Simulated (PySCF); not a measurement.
## How methods differ on the excitation energy of V+

V+ [Ar] 3d4 (5D) → V+ [Ar] 3d3 4s1 (5F), as a difference of total energies. Computed with PySCF 2.14 in aug-cc-pVTZ-DK (8s7p5d3f2g, 93 functions), with the spin-free X2C one-electron Hamiltonian (Gaussian nucleus). Correlated levels: valence: [Ar] frozen. The calculations carry no spin-orbit coupling.

```csv
method,excitation energy (eV)
UHF,-0.442
LDA,0.688
PBE,0.498
PBE0,0.410
r2SCANh,0.149
M06,0.974
MP2 (valence),0.038
```

Problem. Estimate what B2PLYP gives.

Solution. 0.198 eV, closest to r2SCANh among the rows shown.

Problem. Estimate what SCS-MP2 (valence) gives.

Solution. -0.282 eV, closest to UHF among the rows shown.

Errors of the correlated levels include the incompleteness of this basis and the frozen core.

For comparison: 0.337 eV (measured; NIST levels, between the centres of gravity of the two terms).
